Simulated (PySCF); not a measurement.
Electrostatic solvation of a mixed set.

Level: CAM-B3LYP/def2-SVPD in PySCF, non-relativistic, each on one gas-phase PBE0-D3(BJ)/def2-SVP geometry that isn't relaxed in the solvent. The solvent is an IEF-PCM continuum (Bondi radii, 1.10 Å for H, scaled by 1.2). The model holds no explicit solvent molecules, cavitation or dispersion. Spin–orbit coupling is left out although an atom past zinc is present.

Problem. Order them by E(solvent) − E(gas) in cyclohexane (ε = 2.017), most negative first (kcal/mol).
A. `[CH3:1][C:2]([CH3:3])([CH3:4])[CH2:5][CH2:6][OH:7]` with C2–C5–C6–O7 -177°, C5–C6–O7–H -58° (3,3-dimethyl-1-butanol)
B. `[CH3:1][S:2][GeH:3]1[O:4][CH2:5][CH2:6][O:7]1` with C1–S2–Ge3–O4 -40°, S2–Ge3–O4–C5 131°, Ge3–O4–C5–C6 -29°, O4–C5–C6–O7 39°, C5–C6–O7–Ge3 -30°
C. `[CH3:1][CH2:2][c:3]1[s:4][c:5](=[S:6])[s:7][c:8]1[Cl:9]` with C1–C2–C3–S4 -80°

Solution. B (-2.3), A (-2.0), C (-1.7).

```json
{"SMILES": "C[S][GeH]1[O]CC[O]1", "charge": "0", "ΔE (kcal/mol)": "-2.3", "polarisation term (kcal/mol)": "-2.4", "HOMO shift (eV)": "+0.01", "dipole gas (D)": "1.60", "dipole solvent (D)": "1.83", "atoms": "15", "lowest singlet, gas (eV)": "5.59", "lowest singlet, solvent (eV)": "5.62"}
{"SMILES": "CC(C)(C)CCO", "charge": "0", "ΔE (kcal/mol)": "-2.0", "polarisation term (kcal/mol)": "-2.1", "HOMO shift (eV)": "+0.02", "dipole gas (D)": "1.84", "dipole solvent (D)": "2.02", "atoms": "21", "lowest singlet, gas (eV)": "6.98", "lowest singlet, solvent (eV)": "7.10"}
{"SMILES": "CCc1sc(=S)sc1Cl", "charge": "0", "ΔE (kcal/mol)": "-1.7", "polarisation term (kcal/mol)": "-1.9", "HOMO shift (eV)": "+0.01", "dipole gas (D)": "4.26", "dipole solvent (D)": "5.02", "atoms": "14", "lowest singlet, gas (eV)": "2.96", "lowest singlet, solvent (eV)": "3.01"}
```

The polarisation term is half the interaction of the solute with the induced surface charges. Singlets are vertical TDDFT energies (frozen core, non-equilibrium response), the lowest in each medium.
